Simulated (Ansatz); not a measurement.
`N#C[SiH](F)F` + F• → `N#C[Si](F)F`• + H–F  (hydrogen abstraction from the Si–H bond)

Computed with Ansatz on PBE0-D4/def2-TZVP structures; ΔE is electronic, products minus reactants. CCSD(T)/CBS adds triple-zeta CCSD(T) − MP2 to the extrapolated MP2 energy (def2 sets, frozen cores). This one scheme is used for every species, atoms too. DFT in def2-TZVPP. B3LYP here is the variant with VWN-RPA as its local correlation; programs differ in this. HSE06 is defined as in plane-wave codes. Open shells (•) are unrestricted, without spin–orbit coupling. Spin–orbit coupling would lower the free atoms: a little for F.

(1) Is it downhill or uphill in electronic energy at CCSD(T)/CBS, and by how much? (An estimate is asked.)

(2) What do these levels give: B97M-V, B3LYP-D4, revPBE, PBE0, B3LYP, r2SCAN0, HSE06, HF/def2-SVP, HF/def2-TZVPP, CCSD/def2-TZVPP, MP2/def2-QZVPP, CCSD/CBS(def2)? (Best estimate.)

Largest T1 diagnostic among the species: 0.016.

Results:

(1) Computed: Downhill: ΔE = -38.0 kcal/mol.

(2) Computed: B97M-V -35.1, B3LYP-D4 -37.5, revPBE -43.3, PBE0 -38.6, B3LYP -37.8, r2SCAN0 -35.1, HSE06 -38.7, HF/def2-SVP -9.5, HF/def2-TZVPP -13.0, CCSD/def2-TZVPP -33.2, MP2/def2-QZVPP -43.7, CCSD/CBS(def2) -36.1 kcal/mol.

From BLYP to BHLYP (50 % exact exchange), in def2-TZVPP and without D4, ΔE moves by +13.8 kcal/mol. In def2-TZVPP, CCSD(T) changes the Hartree–Fock value by −22.1 kcal/mol (the triples alone add −1.9 kcal/mol) and MP2 by −28.9 kcal/mol. At CCSD(T), def2-SVP lies +9.5 kcal/mol from the extrapolated value and def2-TZVPP +2.9 kcal/mol.
